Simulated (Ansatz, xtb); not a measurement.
## A geometry optimisation of AlCuFGeH3 with r2SCAN-D4/def2-SVP

The starting geometry of this gas-phase singlet was built from a drawn formula by distance geometry and a force field; its bonds are those of `[F][GeH2][AlH][Cu]`.

```xyz
7

Al    0.5115    0.1292   -2.2103
Cu    2.3298   -0.3948   -3.8884
F    -0.3856    2.7227   -0.1446
Ge    0.8586    2.3940   -1.3284
H     0.7700    3.4384   -2.4680
H     2.2287    2.5032   -0.6180
H    -0.6798   -0.7505   -1.6799
```

Task: Where would you expect an optimisation with r2SCAN-D4/def2-SVP to take it?

Result: It keeps its bonds, and is `[F][GeH2][AlH][Cu]`. Distances that change by over a tenth: Al1–Cu2 (2.53 → 2.26 Å).

The energy falls by 0.29 eV over 9 steps:

```json
{"step": "1", "E − E(last) (eV)": "0.291"}
{"step": "2", "E − E(last) (eV)": "0.049"}
{"step": "3", "E − E(last) (eV)": "0.013"}
{"step": "4", "E − E(last) (eV)": "0.004"}
{"step": "5", "E − E(last) (eV)": "0.001"}
{"step": "6", "E − E(last) (eV)": "0.001"}
{"step": "7", "E − E(last) (eV)": "0.000"}
{"step": "8", "E − E(last) (eV)": "0.000"}
{"step": "9", "E − E(last) (eV)": "0.000"}
```

Final geometry (Å):

```yaml
atoms:
  - { symbol: Al, position_ang: [0.6183, 0.0961, -2.2911] }
  - { symbol: Cu, position_ang: [2.1514, -0.5338, -3.8300] }
  - { symbol: F, position_ang: [-0.3836, 2.7400, -0.1570] }
  - { symbol: Ge, position_ang: [0.8755, 2.3805, -1.3404] }
  - { symbol: H, position_ang: [0.7725, 3.5279, -2.3768] }
  - { symbol: H, position_ang: [2.2034, 2.6182, -0.5780] }
  - { symbol: H, position_ang: [-0.6043, -0.7866, -1.7643] }
```

From the same start GFN2-xTB ends elsewhere, differing in Al1–H5 (1.76 against 3.44 Å here), Al1–H6 (1.76 against 3.44 Å here), Ge4–H5 (2.02 against 1.55 Å here), Ge4–H6 (2.02 against 1.55 Å here).

The end wasn't checked by frequencies. Run with Ansatz 0.2.0, 28 s on 2 threads of Intel(R) Xeon(R) Platinum 8488C (Sapphire Rapids), with other jobs on the host.
